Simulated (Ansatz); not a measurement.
CH$_{9}$BGeSi (`C[SiH2][BH][GeH3]`). Charge 0, multiplicity 1.

```json
{"atom": "C1", "x (Å)": "-0.037", "y (Å)": "1.799", "z (Å)": "-0.776"}
{"atom": "Si2", "x (Å)": "1.210", "y (Å)": "0.400", "z (Å)": "-0.719"}
{"atom": "B3", "x (Å)": "0.532", "y (Å)": "-1.314", "z (Å)": "0.067"}
{"atom": "Ge4", "x (Å)": "-1.148", "y (Å)": "-1.422", "z (Å)": "1.248"}
{"atom": "H5", "x (Å)": "-0.867", "y (Å)": "1.553", "z (Å)": "-1.443"}
{"atom": "H6", "x (Å)": "0.423", "y (Å)": "2.721", "z (Å)": "-1.138"}
{"atom": "H7", "x (Å)": "-0.450", "y (Å)": "1.990", "z (Å)": "0.217"}
{"atom": "H8", "x (Å)": "2.337", "y (Å)": "0.765", "z (Å)": "0.201"}
{"atom": "H9", "x (Å)": "1.808", "y (Å)": "0.195", "z (Å)": "-2.071"}
{"atom": "H10", "x (Å)": "1.129", "y (Å)": "-2.331", "z (Å)": "-0.141"}
{"atom": "H11", "x (Å)": "-2.330", "y (Å)": "-1.688", "z (Å)": "0.287"}
{"atom": "H12", "x (Å)": "-1.469", "y (Å)": "-0.107", "z (Å)": "1.985"}
{"atom": "H13", "x (Å)": "-1.137", "y (Å)": "-2.560", "z (Å)": "2.284"}
```

Question: List the harmonic frequencies (cm⁻¹, unscaled) at PBE0-D4/def2-TZVP in Ansatz. (Best estimate.)

Answer: Computed: 46, 50, 93, 161, 211, 347, 361, 428, 538, 572, 671, 693, 721, 759, 802, 867, 877, 889, 897, 913, 944, 1277, 1452, 1454, 2107, 2135, 2140, 2157, 2193, 2620, 3053, 3136, 3141.

Question: Is this a minimum?

Answer: Yes, all 33 modes are real.

Question: Give the ideal-gas thermochemistry at 298.15 K and 1 bar (rigid rotor, harmonic oscillator; point group C1, symmetry number 1).

Answer: Zero-point energy 231.5 kJ/mol; H(298) − E = 256.7 kJ/mol; entropy 388.7 J/(mol·K), of which translation 169.8, rotation 116.4, vibration 102.5; G(298) − E = 140.8 kJ/mol. Modes under 100 cm⁻¹ are hindered rotations or soft bends, so the harmonic entropy is rough.

Question: Rotational constants (cm⁻¹)?

Answer: 0.2362, 0.04322, 0.03789.
